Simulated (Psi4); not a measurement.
silylphosphine (H$_{5}$PSi), singlet, geometry from GFN2-xTB; MP2/6-31G (Psi4).

Input for Psi4:
```
memory 2 GB

molecule mol {
0 1
Si   -1.058468    0.091799    0.221558
P     1.099533   -0.072406   -0.339917
H    -1.783741   -0.885060   -0.589350
H    -1.478363    1.454937   -0.099984
H    -1.306348   -0.172699    1.640990
H     1.320502   -1.267441    0.319932
H     1.573497    0.671163    0.725354
}

set {
  basis 6-31g
  reference rhf
}

energy('mp2')
print_variables()
```

Output, abridged:

```
    SCF Algorithm Type (re)set to DF.

   => Loading Basis Set <=

    Name: 6-31G
    Role: ORBITAL
    Keyword: BASIS

         ---------------------------------------------------------
                                   SCF
               by Justin Turney, Rob Parrish, Andy Simmonett
                          and Daniel G. A. Smith
                              RHF Reference
         ---------------------------------------------------------

  ==> Geometry <==

    Molecular point group: c1
    Full point group: C1

    Geometry (in Angstrom), charge = 0, multiplicity = 1:

       Center              X                  Y                   Z               Mass
    ------------   -----------------  -----------------  -----------------  -----------------
         SI          -1.101544173664     0.089846975192     0.257773580242    27.976926534650
         P            1.056456826336    -0.074358024808    -0.303701419758    30.973761998420
         H           -1.826817173664    -0.887012024808    -0.553134419758     1.007825032230
         H           -1.521439173664     1.452984975192    -0.063768419758     1.007825032230
         H           -1.349424173664    -0.174651024808     1.677205580242     1.007825032230
         H            1.277425826336    -1.269393024808     0.356147580242     1.007825032230
         H            1.530420826336     0.669210975192     0.761569580242     1.007825032230

  Running in c1 symmetry.

  Rotational constants: A =      1.77926  B =      0.18916  C =      0.18832 [cm^-1]
  Rotational constants: A =  53340.92487  B =   5670.94116  C =   5645.78920 [MHz]
  Nuclear repulsion =   91.462996544706101

  Charge       = 0
  Multiplicity = 1
  Electrons    = 34
  Nalpha       = 17
  Nbeta        = 17

  ==> Algorithm <==

  SCF Algorithm Type is DF.
  DIIS enabled.
  MOM disabled.
  Fractional occupation disabled.
  Guess Type is SAD.
  Energy threshold   = 1.00e-08
  Density threshold  = 1.00e-08
  Integral threshold = 1.00e-12

  ==> Primary Basis <==

  Basis Set: 6-31G
    Blend: 6-31G
    Number of shells: 24
    Number of basis functions: 36
    Number of Cartesian functions: 36
    Spherical Harmonics?: false
    Max angular momentum: 1

   => Loading Basis Set <=

    Name: (6-31G AUX)
    Role: JKFIT
    Keyword: DF_BASIS_SCF

  ==> Integral Setup <==

  SCF_SUBTYPE=INCORE selected. In-core MEM_DF algorithm will be used.
  Using in-core AOs.

  ==> MemDFJK: Density-Fitted J/K Matrices <==

[...]
  @DF-RHF Final Energy:  -632.43563664631290
    Total Energy =                       -632.4356366463129007
[...]

  //>>>>>>>>>>>>>>>>>>>>>>>>>>>>>>>>>>>//
  //               DFMP2               //
  //<<<<<<<<<<<<<<<<<<<<<<<<<<<<<<<<<<<//

   => Loading Basis Set <=

    Name: (6-31G AUX)
    Role: RIFIT
    Keyword: DF_BASIS_MP2

	 --------------------------------------------------------
	                          DF-MP2
	      2nd-Order Density-Fitted Moller-Plesset Theory

	        Rob Parrish, Justin Turney, Andy Simmonett,
	           Ed Hohenstein, and C. David Sherrill
	 --------------------------------------------------------

   => Auxiliary Basis Set <=

  Basis Set: (6-31G AUX)
    Blend: CC-PVDZ-RI
    Number of shells: 78
    Number of basis functions: 222
    Number of Cartesian functions: 255
    Spherical Harmonics?: true
    Max angular momentum: 3

	 --------------------------------------------------------
	                 NBF =    36, NAUX =   222
	 --------------------------------------------------------
	   CLASS    FOCC     OCC    AOCC    AVIR     VIR    FVIR
	   PAIRS       0      17      17      19      19       0
	 --------------------------------------------------------

	-----------------------------------------------------------
	 ==================> DF-MP2 Energies <====================
	-----------------------------------------------------------
	 Reference Energy          =    -632.4356366463129007 [Eh]
	 Singles Energy            =      -0.0000000000000000 [Eh]
	 Same-Spin Energy          =      -0.0159907662548690 [Eh]
	 Opposite-Spin Energy      =      -0.1043751017564551 [Eh]
	 Correlation Energy        =      -0.1203658680113240 [Eh]
	 Total Energy              =    -632.5560025143241774 [Eh]
	-----------------------------------------------------------
	 ================> DF-SCS-MP2 Energies <==================
	-----------------------------------------------------------
	 SCS Same-Spin Scale       =       0.3333333333333333 [-]
	 SCS Opposite-Spin Scale   =       1.2000000000000000 [-]
	 SCS Same-Spin Energy      =      -0.0053302554182897 [Eh]
	 SCS Opposite-Spin Energy  =      -0.1252501221077461 [Eh]
	 SCS Correlation Energy    =      -0.1305803775260358 [Eh]
	 SCS Total Energy          =    -632.5662170238389308 [Eh]
	-----------------------------------------------------------

  Variable Map:
  ----------------------------------------------------------------------------
[...]
  Array Variable Map:
  ----------------------------------------------------------------------------
[...]
[...]
```
